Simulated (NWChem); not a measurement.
System: SbH2O2Br; SMILES [OH][Sb]([OH])[Br]

```xyz
6

Sb    -0.3569     0.7606     0.0000
Br     0.0529    -1.7609     0.0000
O      0.9325     1.3094    -1.3824
H      0.7137     0.9469    -2.2506
O      0.9325     1.3094     1.3824
H      0.7137     0.9469     2.2506
```
Atoms are numbered in this order, from 1.

Results from NWChem. The geometry was optimised at PBE0/def2-SVP. No frequency run checked for a minimum. def2 effective core potentials on Sb; no spin-orbit coupling. Ions are spin-unrestricted doublets at the neutral geometry; other ion states weren't tried.

For level B3LYP/def2-SVP:

```
Property                               Value
-------------------------------------  -----
vertical ionisation energy, ΔSCF (eV)   9.64
−ε(HOMO) (eV)                           7.34
```

Question: Estimate the same quantities for level PBE/def2-SVP.

Answer: 
| Item | Value |
|---|---|
| vertical ionisation energy, ΔSCF (eV) | 9.33 |
| −ε(HOMO) (eV) | 6.34 |
